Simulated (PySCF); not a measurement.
# Correlation energy of Br²⁺ (bromine, charge +2)

[Ar] 3d10 4s2 4p3, high-spin 4S determinant. Computed with PySCF 2.14 in x2c-TZVPPall with one added diffuse shell each of s, p, d type (7s6p5d1f, 57 functions), with the spin-free X2C one-electron Hamiltonian (Gaussian nucleus). Frozen: [Ar] 3d10; 5 electrons correlated.

| level | correlation energy (mhartree) |
| --- | --- |
| CCSD | -93.75 |
| (T) | -2.35 |
| CCSD(T) | -96.10 |

Diagnostics: T1 = 0.0017, D1 = 0.0035, largest double amplitude 0.041.

Cost of the coupled-cluster step: of the order of 1.2 core-seconds, for 5 correlated electrons.

Iterations:

```
CC2 = 0
CCSD nocc = (np.int64(4), np.int64(1)), nmo = (43, 43)
frozen orbitals [[0, 1, 2, 3, 4, 5, 6, 7, 8, 9, 10, 11, 12, 13], [0, 1, 2, 3, 4, 5, 6, 7, 8, 9, 10, 11, 12, 13]]
max_cycle = 100
direct = 0
conv_tol = 1e-08
conv_tol_normt = 1e-06
diis_space = 8
diis_start_cycle = 0
Init t2, MP2 energy = -0.078967655092621
Init E_corr(UCCSD) = -0.0789676550932616
cycle = 1  E_corr(UCCSD) = -0.0908943663684789  dE = -0.0119267113  norm(t1,t2) = 0.0308883
cycle = 2  E_corr(UCCSD) = -0.0930429923193399  dE = -0.00214862595  norm(t1,t2) = 0.0078829
cycle = 3  E_corr(UCCSD) = -0.0937675673473175  dE = -0.000724575028  norm(t1,t2) = 0.00256707
cycle = 4  E_corr(UCCSD) = -0.0937522777778538  dE = 1.52895695e-05  norm(t1,t2) = 0.000296955
cycle = 5  E_corr(UCCSD) = -0.093751739274527  dE = 5.38503327e-07  norm(t1,t2) = 2.45993e-05
cycle = 6  E_corr(UCCSD) = -0.0937516697250893  dE = 6.95494378e-08  norm(t1,t2) = 3.52112e-06
cycle = 7  E_corr(UCCSD) = -0.0937517122315498  dE = -4.25064605e-08  norm(t1,t2) = 6.83907e-07
cycle = 8  E_corr(UCCSD) = -0.0937517044734566  dE = 7.75809314e-09  norm(t1,t2) = 7.8633e-08
UCCSD converged
E(UCCSD) = -2603.371461583032  E_corr = -0.09375170447345664
UCCSD(T) correction = -0.00234878734159134
```
